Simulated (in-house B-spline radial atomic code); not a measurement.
Relativistic effects in the tellurium ion Te²⁺, [Kr] 4d10 5s2 5p2: non-relativistic Hartree-Fock (point nucleus) against Dirac-Hartree-Fock (Fermi nucleus of rms radius 4.7423 fm), both averages of the configuration, computed with a radial B-spline atomic code at the basis-set limit.

| orbital | ε NR (Eh) | ε Dirac (Eh) | <r> NR (bohr) | <r> Dirac (bohr) | change of <r> (%) |
| --- | --- | --- | --- | --- | --- |
| 1s1/2 | -1131.6 | ? | 0.02924 | ? | ? |
| 2s1/2 | -173.47 | -184.58 | 0.1258 | 0.1193 | -5.2 |
| 2p1/2 | -162.45 | -172.48 | 0.1074 | 0.1009 | -6.1 |
| 2p3/2 | -162.45 | -162.35 | 0.1074 | 0.1065 | -0.9 |
| 3s1/2 | -36.468 | -38.841 | 0.3339 | 0.3202 | -4.1 |
| 3p1/2 | -31.796 | -33.824 | 0.325 | 0.3112 | -4.2 |
| 3p3/2 | -31.796 | -31.884 | 0.325 | 0.3223 | -0.8 |
| 3d3/2 | -23.226 | -23.143 | 0.296 | 0.2937 | -0.8 |
| 3d5/2 | -23.226 | -22.743 | 0.296 | 0.2972 | +0.4 |
| 4s1/2 | -7.3559 | -7.8258 | 0.7941 | 0.7661 | -3.5 |
| 4p1/2 | -5.6587 | -6.0181 | 0.835 | 0.8049 | -3.6 |
| 4p3/2 | -5.6587 | -5.6464 | 0.835 | 0.8313 | -0.4 |
| 4d3/2 | -2.7441 | -2.6994 | 0.9575 | 0.9572 | 0.0 |
| 4d5/2 | -2.7441 | ? | 0.9575 | ? | ? |
| 5s1/2 | -1.3033 | -1.3619 | 2.09 | 2.016 | -3.5 |
| 5p1/2 | -0.9709 | -1.0019 | 2.393 | 2.317 | -3.2 |
| 5p3/2 | -0.9709 | -0.96349 | 2.393 | 2.391 | -0.1 |

Q: What happens to 4d5/2?

A: Its energy goes to -2.6415 hartree and <r> to 0.9691 bohr (+1.21 %).

Q: What happens to 1s1/2?

A: Its energy goes to -1176.7 hartree and <r> to 0.02781 bohr (-4.89 %).

Q: What explains the pattern of contraction and expansion?

A: Expansion is seen in 3d5/2, 4d5/2. The s and p1/2 orbitals contract directly, screen the nucleus better, and so push out orbitals that have little density near the nucleus; spin-orbit coupling adds to this for j = l + 1/2 and opposes it for j = l - 1/2.

Q: By how much does the total energy change?

A: By -181.94 hartree, from -6610.803 to -6792.743.
